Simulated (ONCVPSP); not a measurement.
# Varying the ONCV potential for zinc

Base potential:

zinc (Zn), optimised norm-conserving Vanderbilt (ONCV), made with ONCVPSP 4.0.1 (PBEsol, scalar-relativistic). Core [Ar], reference 3d10 4s1.5 (charge +0.5). Waves: 4s: rc 2.20 bohr, ncon 3, nbas 7, qcut 3.3 1/bohr, 2 projectors, debl 2.6 Ha; p scattering state at 0.12 Ha: rc 2.25 bohr, ncon 4, nbas 7, qcut 4.4 1/bohr, 2 projectors, debl 0.6 Ha; 3d: rc 0.95 bohr, ncon 4, nbas 9, qcut 19.8 1/bohr, 2 projectors, debl 3.3 Ha; f scattering state at 0.13 Ha: rc 1.85 bohr, ncon 4, nbas 7, qcut 6.2 1/bohr, 2 projectors, debl 1.4 Ha. Local part: polynomial inside 0.60 bohr (lpopt 1, dvloc0 -1 Ha). Core correction: Teter function, fcfact 4, rcfact 1.4.

In the p channel the program set the typed energies aside and used 0.050, 0.650 Ha.

Cutoffs, loose and tight: the cutoffs (Ha) at which the residual kinetic energy of the hardest occupied pseudo-wave falls to 1 and 0.1 mHa per electron. They do not see the model core or the augmentation charge, which bear on the density cutoff. Test errors are all-electron minus pseudo excitation energies from the reference, over the configurations 3d10 4s2; 3d10 4s1; 3d10 4s0; 3d10 4s0 4p1. A dash means not determined; rows that change the core or the reference have their own tests.

A true bound ghost makes a file unfit for plane-wave use even where its test errors are small: the radial tests pick states by their node count and pass the ghost by.

| change | outcome | cutoff, loose | cutoff, tight | bound ghosts | GHOST(+) flags above zero | largest test error (meV) |
| --- | --- | --- | --- | --- | --- | --- |
| base | generated, projector energies reset by the program | 128 Ha | 147 Ha | s, p | f | -22 |
| s: qcut 4.3; p: qcut 5.8; d: qcut 25.9; f: qcut 8.1 | generated, projector energies reset by the program | 195 Ha | 227 Ha | s, p | d, f | -20 |
| local potential polynomial inside 0.60 bohr (lpopt 1, dvloc0 8 Ha) | generated, projector energies reset by the program | 128 Ha | 147 Ha | s | p, f | -23 |
| p: qcut 4.7 | generated, projector energies reset by the program | 128 Ha | 147 Ha | s, p | f | -22 |
| d: nbas 8 | generated, projector energies reset by the program | 128 Ha | 147 Ha | s, p | f | -23 |
| f: rc 2.68 | generated, projector energies reset by the program | 128 Ha | 147 Ha | s, p, f | none | -22 |

Q: What comes out with this change to the base: core correction Teter function, fcfact 4, rcfact 1.82?

A: outcome: generated, projector energies reset by the program; cutoff, loose: 128 Ha; cutoff, tight: 147 Ha; bound ghosts: s, p; GHOST(+) flags above zero: f; largest test error (meV): -166.
